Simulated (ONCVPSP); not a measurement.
# BLYP ONCV dataset for rhenium (Re), fully relativistic all-electron reference.

```
Element                 : rhenium
Generator               : ONCVPSP 4.0.1
Type                    : optimised norm-conserving Vanderbilt (ONCV)
Functional              : BLYP
Relativity              : fully relativistic
Frozen core             : [Kr] 4d10
Valence charge          : 29
Reference configuration : 4f14 5s2 5p6 5d5 6s1 (charge +1)
Partial waves           : 5s+6s: rc 1.60 bohr, ncon 4, nbas 8, qcut 6 1/bohr, 2 projectors; 5p: rc 1.85 bohr, ncon 4, nbas 7, qcut 6.2 1/bohr, 2 projectors, debl 1.5 Ha; 5d: rc 2.05 bohr, ncon 4, nbas 7, qcut 6.1 1/bohr, 1 projector; 4f: rc 0.75 bohr, ncon 3, nbas 7, qcut 25.6 1/bohr, local
Local potential         : the f channel
Core correction         : polynomial model core, fcfact 0.35
```

Open shells are filled in proportion to 2j + 1.

In the p channel the program set the typed energies aside and used -1.896, 0.250 Ha (j = l + 1/2; the other j can differ).

All-electron outer shells of the reference configuration (BLYP, scalar-relativistic, ld1.x):

| shell | level (eV) | outermost node (bohr) | outermost maximum (bohr) |
| --- | --- | --- | --- |
| 4d | -262.86 | 0.21 | 0.44 |
| 5s | -92.93 | 0.52 | 0.93 |
| 5p | -54.67 | 0.56 | 1.06 |
| 4f | -49.90 | – | 0.41 |
| 5d | -12.83 | 0.62 | 1.41 |
| 6s | -12.68 | 1.24 | 2.48 |

(1) Estimate the cutoffs (Ha) at which the residual kinetic energy of the hardest occupied pseudo-wave falls to 1 and 0.1 mHa per electron.

(2) Does the potential have ghost states?

(3) Which valence shell sets the plane-wave cutoff?

Answers

(1) 257 Ha and 282 Ha.

(2) Ghosts flagged at negative energy: s at -1325.5 eV, p3/2 at -785.9 eV, d5/2 at -422.8 eV, p1/2 at -690.5 eV, d3/2 at -405.3 eV and 1 more; no localised positive-energy state flagged. A true bound ghost makes a file unfit for plane-wave use.

(3) 4f: 257 Ha for 1 mHa per electron, against 17 Ha for 5s.

Its largest configuration-test error is -2.5 meV (4f14 5s2 5p6 5d5 6s0). 2 of 4 tests not solved or not reliable.
